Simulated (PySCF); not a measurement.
**How methods differ on the excitation energy of Kr⁺**

Kr⁺ [Ar] 3d10 4s2 4p5 (2P) → Kr⁺ [Ar] 3d10 4s2 4p4 4d1 (high-spin determinant), as a difference of total energies. Calculation: PySCF 2.14, in dyall-av2z; the non-relativistic Hamiltonian (point nucleus). Correlated levels: valence: [Ar] 3d10 frozen; virtual orbitals above 40 to 60 times the deepest correlated orbital energy dropped. The calculations carry no spin-orbit coupling.

```
           method  excitation energy (eV)
              UHF                  14.953
    MP2 (valence)                  15.749
SCS-MP2 (valence)                  15.730
   CCSD (valence)                  15.545
CCSD(T) (valence)                  15.466
```

Question: How much does correlation contribute at CCSD(T) (valence)?

Answer: 15.466 − (14.953) = 0.513 eV, measured against UHF.

A first-order spin-orbit estimate (lowest level to lowest level, LS coupling) adds 0.013 eV.

The promoted electron is Rydberg-like, and one or two diffuse shells describe it only roughly, which tends to raise the upper state.

The coupled-cluster amplitudes are large for the upper state (T1 above 0.03 or a double amplitude above 0.15), so a single reference is strained.

The determinant of the upper state mixes LS terms, which raises its energy above the lowest term, most at the Hartree-Fock and MP2 levels.
